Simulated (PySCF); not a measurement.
Record of a relaxation.

Species: Mo(NH)2(NH2)2 (singlet state).
Bonds: Mo1–N2, Mo1–N4, Mo1–N6, Mo1–N9. Hydrogens: H3 on N2; H5 on N4; H7, H8 on N6; H10, H11 on N9.

Method: PBE0-D3(BJ)/def2-SVP geometry optimisation, gas phase, def2 core potentials past Kr in PySCF; density fitting, grid level 1; the optimiser is geomeTRIC in internal coordinates, started from a GFN2-xTB structure with every atom displaced at random (about 0.03 Å). The frame can shift and turn from step to step; on so coarse a grid that alone can change the energy by a few meV, and forces under 0.02 eV/Å are noise.

Step 0: E = -7903.0364 eV, largest atomic force 8.483 eV/Å
```
atom  x, y, z in Å  |  force x, y, z in eV/Å
Mo1     0.279   -0.077    0.166    0.821   3.866  -0.960
N2      0.064    0.003    1.881   -0.149  -0.390  -1.407
H3      0.181    0.014    2.864    0.380   0.125   1.302
N4      1.904   -0.017   -0.569   -8.204  -0.384   2.124
H5      2.793   -0.056   -0.781    6.351  -0.131  -1.229
N6     -0.692    1.596   -0.512    2.198  -2.399  -0.460
H7     -0.413    2.085   -1.356    0.161  -0.149  -0.042
H8     -1.343    2.138   -0.021   -1.202   0.801   1.163
N9     -0.719   -1.559   -0.418   -0.401  -2.744  -1.818
H10    -1.444   -2.093    0.063    0.131   0.378   0.264
H11    -0.510   -2.120   -1.287   -0.087   1.026   1.061
```

Step 1: E = -7903.6884 eV, largest atomic force 2.090 eV/Å
```
atom  x, y, z in Å  |  force x, y, z in eV/Å
Mo1     0.205    0.014    0.125   -0.985  -1.542   1.010
N2      0.060    0.040    1.845   -0.118   0.092   0.576
H3      0.272    0.045    2.840    0.171  -0.022  -0.110
N4      1.774   -0.014   -0.547    1.296  -0.065  -0.784
H5      2.775   -0.077   -0.704    0.063   0.034   0.161
N6     -0.662    1.561   -0.501   -0.500   1.370  -0.589
H7     -0.343    2.026   -1.343   -0.132   0.150  -0.016
H8     -1.325    2.122    0.025    0.008  -0.002  -0.085
N9     -0.745   -1.585   -0.457    0.096  -0.303  -0.298
H10    -1.436   -2.132    0.049    0.103   0.218   0.098
H11    -0.477   -2.084   -1.302   -0.001   0.072   0.036
```

Step 2: E = -7903.7738 eV, largest atomic force 0.552 eV/Å
```
atom  x, y, z in Å  |  force x, y, z in eV/Å
Mo1     0.184   -0.006    0.130    0.083   0.251  -0.093
N2      0.062    0.019    1.863   -0.085   0.011  -0.223
H3      0.333    0.024    2.846    0.085  -0.006  -0.182
N4      1.795   -0.050   -0.534   -0.146  -0.072   0.009
H5      2.816   -0.112   -0.638   -0.510   0.068   0.200
N6     -0.688    1.631   -0.537    0.172  -0.349   0.279
H7     -0.404    2.131   -1.374    0.040  -0.054   0.011
H8     -1.359    2.179   -0.001    0.118  -0.145  -0.062
N9     -0.739   -1.623   -0.470    0.170   0.277   0.123
H10    -1.426   -2.154    0.053   -0.011   0.079   0.110
H11    -0.475   -2.125   -1.308    0.083  -0.059  -0.171
```

Step 3: E = -7903.8042 eV, largest atomic force 0.250 eV/Å
```
atom  x, y, z in Å  |  force x, y, z in eV/Å
Mo1     0.171   -0.007    0.125    0.039   0.215  -0.121
N2      0.056    0.019    1.850   -0.105  -0.003   0.127
H3      0.360    0.022    2.821    0.074   0.000  -0.035
N4      1.774   -0.048   -0.527    0.084  -0.049  -0.102
H5      2.791   -0.100   -0.596   -0.173   0.039   0.107
N6     -0.683    1.619   -0.536    0.059  -0.069   0.059
H7     -0.392    2.119   -1.370    0.021  -0.032   0.005
H8     -1.354    2.163   -0.003    0.007  -0.037  -0.002
N9     -0.734   -1.614   -0.477    0.002  -0.121  -0.102
H10    -1.419   -2.135    0.059   -0.019   0.031   0.051
H11    -0.472   -2.124   -1.316    0.011   0.026   0.013
```

Step 4: E = -7903.8106 eV, largest atomic force 0.190 eV/Å
```
atom  x, y, z in Å  |  force x, y, z in eV/Å
Mo1     0.160   -0.004    0.119    0.095  -0.092   0.136
N2      0.050    0.019    1.848   -0.069   0.002  -0.061
H3      0.390    0.019    2.806    0.041   0.000   0.012
N4      1.765   -0.042   -0.523   -0.016  -0.002  -0.068
H5      2.780   -0.082   -0.548    0.021   0.013   0.040
N6     -0.682    1.616   -0.537   -0.022   0.087  -0.037
H7     -0.379    2.111   -1.369   -0.007   0.008  -0.003
H8     -1.357    2.157   -0.009   -0.021   0.010  -0.004
N9     -0.735   -1.618   -0.488   -0.024  -0.047  -0.028
H10    -1.421   -2.129    0.056   -0.004   0.011   0.000
H11    -0.474   -2.132   -1.324    0.006   0.009   0.013
```

Step 5: E = -7903.8119 eV, largest atomic force 0.076 eV/Å
```
atom  x, y, z in Å  |  force x, y, z in eV/Å
Mo1     0.158   -0.006    0.119   -0.072  -0.012  -0.022
N2      0.046    0.016    1.846   -0.017  -0.006   0.048
H3      0.404    0.016    2.798    0.006   0.004   0.011
N4      1.764   -0.040   -0.518    0.060  -0.009  -0.045
H5      2.779   -0.072   -0.519    0.042   0.008   0.010
N6     -0.682    1.618   -0.541    0.002   0.009   0.003
H7     -0.377    2.114   -1.372   -0.003   0.003  -0.002
H8     -1.362    2.157   -0.016   -0.011   0.005  -0.007
N9     -0.735   -1.622   -0.493   -0.008   0.011   0.017
H10    -1.425   -2.128    0.053    0.000  -0.004  -0.017
H11    -0.471   -2.137   -1.326    0.002  -0.008   0.003
```

Step 6: E = -7903.8123 eV, largest atomic force 0.044 eV/Å
```
atom  x, y, z in Å  |  force x, y, z in eV/Å
Mo1     0.157   -0.007    0.119    0.035   0.002  -0.026
N2      0.042    0.015    1.847    0.002  -0.005   0.010
H3      0.405    0.015    2.797   -0.009   0.004   0.001
N4      1.767   -0.039   -0.514   -0.037  -0.008   0.008
H5      2.783   -0.065   -0.506    0.015   0.006   0.004
N6     -0.682    1.617   -0.543    0.000   0.003   0.011
H7     -0.377    2.114   -1.373    0.000  -0.001  -0.003
H8     -1.367    2.154   -0.021   -0.005  -0.001  -0.006
N9     -0.735   -1.623   -0.495    0.002   0.014   0.011
H10    -1.428   -2.127    0.048   -0.003  -0.008  -0.012
H11    -0.468   -2.139   -1.327    0.001  -0.006   0.003
```

Step 7: E = -7903.8125 eV, largest atomic force 0.022 eV/Å
```
atom  x, y, z in Å  |  force x, y, z in eV/Å
Mo1     0.158   -0.008    0.119   -0.001   0.012   0.010
N2      0.038    0.014    1.847    0.011  -0.004  -0.019
H3      0.399    0.016    2.798   -0.011   0.003  -0.002
N4      1.770   -0.038   -0.511   -0.012  -0.006   0.007
H5      2.786   -0.061   -0.498   -0.001   0.004   0.001
N6     -0.682    1.617   -0.544    0.008  -0.006   0.011
H7     -0.376    2.114   -1.374    0.000  -0.002  -0.002
H8     -1.370    2.152   -0.026   -0.002  -0.004  -0.004
N9     -0.733   -1.623   -0.497    0.006   0.009   0.003
H10    -1.429   -2.127    0.042   -0.003  -0.003  -0.004
H11    -0.463   -2.140   -1.327    0.004  -0.003   0.000
```

**Question.** Summarise the path.

**Answer.** The energy falls by 74.88 kJ/mol from step 0 to step 7; nine tenths of that is first reached at step 2. It falls at every step. The largest force goes from 8.483 to 0.022 eV/Å. Among the bonds Mo1–N6 changes most, from 2.050 to 1.945 Å; the atoms move by 0.132 Å rms after alignment.

What follows is the cost of the whole optimisation. Hardware: an Arm Neoverse V2 with one thread, no GPU, shared host with 96 logical CPUs at a one-minute load of 37. Cost: 51 s of wall time, 0.47 GiB resident at most.
